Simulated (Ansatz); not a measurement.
Cost and result for the atomization energy of `[SH][Al]1[SiH2]C[SiH2]1` (12 atoms, 12 bonds).

Z-matrix (Å, degrees):
```
Si
Al 1 2.448
C 1 1.909 2 86.0
H 1 1.491 2 127.0 3 116.8
H 1 1.494 2 111.3 3 -109.2
S 2 2.183 1 140.5 3 -157.5
Si 2 2.451 1 76.2 3 17.3
H 3 1.093 1 114.2 2 -148.2
H 3 1.096 1 107.8 2 92.0
H 6 1.345 2 93.5 1 176.2
H 7 1.491 2 126.8 1 -134.3
H 7 1.494 2 111.3 1 92.1
```

The species carries charge 0 and has multiplicity 1. Geometry: relaxed with PBE0-D4/def2-TZVP. It is one conformer, not always the lowest. Program: Ansatz. All runs use 4 threads of an Arm Neoverse V2 on a shared host. Times are those of one run each, without the atoms' runs, and a repeat can differ threefold. Electronic energies, without spin–orbit coupling; frozen cores. CCSD(T)/CBS adds CCSD(T) − MP2 in def2-TZVPP to the MP2 limit, and its time is that of the two runs behind it. T1 = 0.013. B3LYP takes the VWN-RPA correlation (the form of Gaussian; ORCA's B3LYP/G).

CCSD(T)/CBS is a level of theory with its own doubt, some kJ/mol a heavy atom from the limit and from the frozen cores, so smaller differences don't rank the functionals.

| level | functions | wall time | atomization (kcal/mol) | difference from CCSD(T)/CBS | per bond |
| --- | --- | --- | --- | --- | --- |
| PBE-D4/def2-TZVPP (with forces) | 297 | 3.2 s | 910.1 | 2.8 | 0.2 |
| PBE0-D4/def2-TZVPP | 297 | 4.1 s | 905.2 | -2.1 | -0.2 |
| r2SCAN-D4/def2-TZVPP (with forces) | 297 | 6 s | 911.7 | 4.4 | 0.4 |
| B3LYP-D4/def2-TZVPP (with forces) | 297 | 6.5 s | 900.8 | -6.5 | -0.5 |
| B2PLYP/def2-TZVPP | 297 | 7 s | 889.0 | -18.3 | -1.5 |
| ωB97X-V/def2-TZVPP | 297 | 10 s | 914.8 | 7.5 | 0.6 |
| ωB97M-V/def2-TZVPP (with forces) | 297 | 16 s | 908.2 | 0.9 | 0.1 |
| MP2/def2-QZVPP | 547 | 26 s | 899.3 | -8.0 | -0.7 |
| CCSD(T)/def2-TZVPP | 297 | 2.6 min | 882.5 | -24.8 | -2.1 |
| CCSD(T)/CBS(def2) | – | 3 min | 907.3 | 0.0 | 0.0 |

In def2-TZVPP, CCSD(T) changes the Hartree–Fock value by +208.7 kcal/mol (the triples alone add +12.8 kcal/mol) and MP2 by +210.9 kcal/mol; breaking electron pairs costs correlation energy, which Hartree–Fock lacks. From PBE to PBE0 (25 % exact exchange), in def2-TZVPP and without D4, the atomization energy moves by −3.9 kcal/mol: exact exchange takes away binding that semilocal exchange gives to molecules. The D4 term adds +12.7 kcal/mol with B3LYP and +6.7 kcal/mol with PBE0; it sums over pairs of atoms, weighted by their polarisabilities, and B3LYP, whose exchange is more repulsive, gets the larger term.
